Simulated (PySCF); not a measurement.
## Magnetic susceptibility: SMILES FC(F)(F)[Se][c+]1cc1Br, [C4HBrF3Se]+, charge +1

Molfile (atoms numbered from 1):
```
C4HBrF3Se
     RDKit          3D

 10 10  0  0  0  0  0  0  0  0999 V2000
   -1.6150    0.0642    1.3232 F   0  0  0  0  0  0  0  0  0  0  0  0
   -1.9126   -0.0537    0.0428 C   0  0  0  0  0  0  0  0  0  0  0  0
   -3.1518   -0.4284   -0.1150 F   0  0  0  0  0  0  0  0  0  0  0  0
   -1.6889    1.1019   -0.5536 F   0  0  0  0  0  0  0  0  0  0  0  0
   -0.6695   -1.4544   -0.7794 Se  0  0  0  0  0  2  0  0  0  0  0  0
    0.8112   -0.5662   -0.3467 C   0  0  0  0  0  0  0  0  0  0  0  0
    2.2126   -0.4530   -0.3397 C   0  0  0  0  0  0  0  0  0  0  0  0
    1.4915    0.5494    0.2420 C   0  0  0  0  0  0  0  0  0  0  0  0
    1.3721    2.1165    1.1116 Br  0  0  0  0  0  0  0  0  0  0  0  0
    3.1592   -0.8715   -0.6077 H   0  0  0  0  0  0  0  0  0  0  0  0
  1  2  1  0
  2  3  1  0
  2  4  1  0
  2  5  1  0
  5  6  1  0
  6  7  1  0
  7  8  2  0
  8  9  1  0
  8  6  1  0
  7 10  1  0
M  CHG  1   6   1
M  END
```

Method: PySCF, GIAO B3LYP/pcSseg-1 magnetisability, rotational g tensor and spin-rotation constants, non-relativistic, gas phase. Geometry: GFN2-xTB.

The calculation is non-relativistic, which matters for the atoms heavier than Zn. For an ion the centre-of-mass motion in the field is neglected.

(1) What are the magnetisability and the molar susceptibility?

(2) Split it along the inertial axes a, b, c into diamagnetic and paramagnetic parts about the centre of mass, with the quadrupole moment.

(3) And the rotational g tensor?

Results:

(1) Isotropic -1503 × 10⁻³⁰ J/T², or -90.5 × 10⁻⁶ cm³/mol; principal values -1767, -1408, -1335 × 10⁻³⁰ J/T², anisotropy 400 × 10⁻³⁰ J/T² (root of half the summed squared differences of the principal values). The susceptibility is in cgs units.

(2) 
```
axis  χ (10⁻⁶ cm³/mol)  diamagnetic (10⁻⁶ cm³/mol)  paramagnetic (10⁻⁶ cm³/mol)  summed x² of all electrons (Å²)  quadrupole Θ (D Å)
   a             -80.8                      -881.3                        800.4                            449.1              +11.87
   b             -84.3                     -2056.4                       1972.0                            172.1               +8.10
   c            -106.4                     -2635.2                       2528.8                             35.6              -19.97
```
Anisotropies 2χaa − χbb − χcc = +29.1 and 2χbb − χaa − χcc = +18.5 × 10⁻⁶ cm³/mol. Θ is traceless in Buckingham's convention.

(3) 
| axis | rotational constant (GHz) | g | nuclear part | electronic part |
| --- | --- | --- | --- | --- |
| a | 1.3581 | -0.0187 | 0.4920 | -0.5107 |
| b | 0.4934 | -0.0054 | 0.4517 | -0.4571 |
| c | 0.3861 | +0.0027 | 0.4614 | -0.4587 |

Asymmetric top; isotopes 79Br, 12C, 19F, 1H, 80Se; no vibrational averaging.
